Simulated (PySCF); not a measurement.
## How methods differ on the excitation energy of Sr⁺

Sr⁺ [Kr] 5s1 (2S) → Sr⁺ [Kr] 5p1 (2P), as a difference of total energies. Computed with PySCF 2.14 in x2c-TZVPPall, with scalar relativity by spin-free X2C-1e. Correlated levels: valence and next inner shell: [Ar] 3d10 frozen. The calculations carry no spin-orbit coupling.

```tsv
method	excitation energy (cm⁻¹)	error (cm⁻¹)
UHF	22286	-1964
LDA	23468	-781
PBE	21902	-2348
PBE0	22082	-2167
r2SCAN	21328	-2921
B3LYP	22973	-1277
BHandHLYP	23273	-977
BLYP	22710	-1540
MP2 (valence and next inner shell)	24230	-19
SCS-MP2 (valence and next inner shell)	23849	-401
```

Reference: 24249 cm⁻¹ (measured; NIST levels, between the centres of gravity of the two terms).

Errors of the correlated levels include the incompleteness of this basis and the frozen core.

The basis was made for the ground configuration and has no added diffuse functions, so the excitation energy can come out too high.
